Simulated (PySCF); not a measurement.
Structure from 2D NMR

Compound of formula C₇H₁₀N₂O. Correlations simulated from computed shifts and the bond graph:

HSQC (one-bond C–H):
```
  δH     δC
7.57  136.9
3.96   39.5
2.65   17.7
2.39   30.3
```

HMBC (two and three bonds, from the bond graph):
```
  δH                         δC
7.57  194.6, 156.1, 127.3, 39.5
3.96                      136.9
2.65               156.1, 127.3
2.39               194.6, 127.3
```

Carbons without hydrogens: δ 194.6, 156.1, 127.3.

- GFN2-xTB structure
- GIAO PBE0/pcSseg-1 shieldings
- code: PySCF 2.14
- fast rotation and ring inversion assumed for equivalent nuclei, non-relativistic, isolated molecule, a single conformation

Shifts are taken against calculated references (same method and geometry level): TMS for ¹H and ¹³C.

Exchangeable hydrogens are left out of these lists.

**Question.** Work out the connectivity.

**Answer.** `InChI=1S/C7H10N2O/c1-5-7(6(2)10)4-9(3)8-5/h4H,1-3H3`.

Numbering as in the mapped SMILES `[CH3:1][C:2](=[O:3])[c:4]1[cH:5][n:6]([CH3:7])[n:8][c:9]1[CH3:10]` (H(Xn): hydrogen on atom n).

- δC 194.6 is C2, a ketone carbonyl carbon.
- δC 156.1 is C9, a substituted aromatic carbon next to a ring nitrogen.
- δC 136.9 is C5, an aromatic CH next to a ring nitrogen (δH 7.57).
- δC 127.3 is C4, a substituted aromatic carbon.
- δC 39.5 is C7, a methyl carbon bonded to N (δH 3.96).
- δC 30.3 is C1, a methyl carbon α to a carbonyl (δH 2.39).
- δC 17.7 is C10, a methyl carbon on an aromatic ring (δH 2.65).
- HMBC from δH 7.57 reaches the proton-free carbons C2, C9, C4.
- HMBC from δH 2.65 reaches the proton-free carbons C9, C4.
- HMBC from δH 2.39 reaches the proton-free carbons C2, C4.

The data come from this structure; uniqueness wasn't tested.

Shifts are as computed. Against solution values, carbons near 30 ppm lie about +3 ppm off and those near 130 ppm about +5 ppm. Of 1211 compounds with measured shifts, 218 miss one by over three times the rms of a fit or turn the order of signals round; such compounds aren't used in these exercises.
